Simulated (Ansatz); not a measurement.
A series at Si: from `N[Si](N)(N)O`, ligands are replaced one by one, each step taking up H–F and setting free NH₃; n counts the steps. Ansatz, PBE0-D4/def2-TZVP geometries. Each molecule was computed in one conformer, which needn't be the lowest.

CBS adds triple-zeta CCSD(T) − MP2 to the MP2 limit, frozen cores; atoms without spin–orbit coupling. 

| n | molecule | atomization energy, CCSD(T)/CBS (kJ/mol) |
| --- | --- | --- |
| 0 | `N[Si](N)(N)O` | 4464.0 |
| 1 | `N[Si](N)(O)F` | ? |
| 2 | `N[Si](O)(F)F` | 3333.5 |
| 3 | `O[Si](F)(F)F` | 2754.9 |

By hand: fit a straight line y = ȳ + b (n − n̄) to the 3 given rows and predict n = 1.

n̄ = 1.667, ȳ = 3517.47; Σ(n − n̄)(y − ȳ) = -2655.63, Σ(n − n̄)² = 4.667, so b = -569.02 kJ/mol a step. Prediction: 3517.47 + (-569.02) × (-0.667) = 3897.0 kJ/mol.

By hand: compare with the computed value, 3905.1 kJ/mol, and give the steps along the whole series.

The line misses by 8.1 kJ/mol (computed minus predicted). Steps: -558.9, -571.6, -578.6 kJ/mol.

The steps differ by up to 19.7 kJ/mol, small against a whole step but well beyond the method's doubt, so the ligands' effects don't simply add. The miss is 0.5 % of the series' range. The energies themselves are unsure by some kJ/mol a bond, though much of that is common to the series.
